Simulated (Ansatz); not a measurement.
`[SiH2]N[SiH2]Cl` radical. The species carries charge 0 and has multiplicity 2.

Cartesian coordinates in Å:
```
Si -1.690 -0.318 0.589
N -0.430 0.178 -0.498
Si 1.251 0.278 -0.180
Cl 1.805 2.069 0.678
H -2.743 -1.046 -0.181
H -1.053 -1.208 1.599
H -0.743 0.649 -1.337
H 1.605 -0.786 0.782
H 1.999 0.184 -1.453
```

(1) List the harmonic frequencies (cm⁻¹, unscaled) at PBE0-D4/def2-TZVP in Ansatz. (Best estimate.)

(2) Is this a minimum?

(3) Give the ideal-gas thermochemistry at 298.15 K and 1 bar (rigid rotor, harmonic oscillator; point group C1, symmetry number 1).

Answers

(1) The calculation gave: 42, 109, 188, 250, 436, 532, 576, 639, 729, 751, 826, 884, 903, 937, 961, 1198, 2163, 2208, 2255, 2275, 3594.

(2) Yes, all 21 modes are real.

(3) Zero-point energy 134.3 kJ/mol; H(298) − E = 154.5 kJ/mol; entropy 354.8 J/(mol·K), of which translation 167.6, rotation 114.5, vibration 67.0, electronic 5.8; G(298) − E = 48.7 kJ/mol. Modes under 100 cm⁻¹ are hindered rotations or soft bends, so the harmonic entropy is rough.
